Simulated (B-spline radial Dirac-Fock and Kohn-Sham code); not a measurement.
Z = 82 (lead), transition energy 2200 keV. Calculated with a B-spline atomic structure program, using a Dirac-Hartree-Slater potential of the neutral atom with a Latter tail (no hole, which puts coefficients of high multipoles low close above an edge), finite nucleus with surface currents. Subshells that would emit electrons below 1 keV are left out, and so is internal pair formation.

Question: A pure transition shows α(K) = 0.00395, L1/L2 = 3.99 and L1/L3 = 40.8. What is its multipolarity?
A. M4
B. M1
C. E4
D. E1
E. E3
F. M3
G. M2
H. E2

Answer: C. For comparison, α(K), L1/L2, L1/L3 are E1 0.000552, 21.7, 28.9; E2 0.00127, 9.99, 39.6; E3 0.00239, 5.76, 43.3; M1 0.00198, 13.6, 116; M2 0.00470, 11.0, 144; M3 0.00767, 8.63, 91.4; M4 0.0115, 6.99, 47.0.
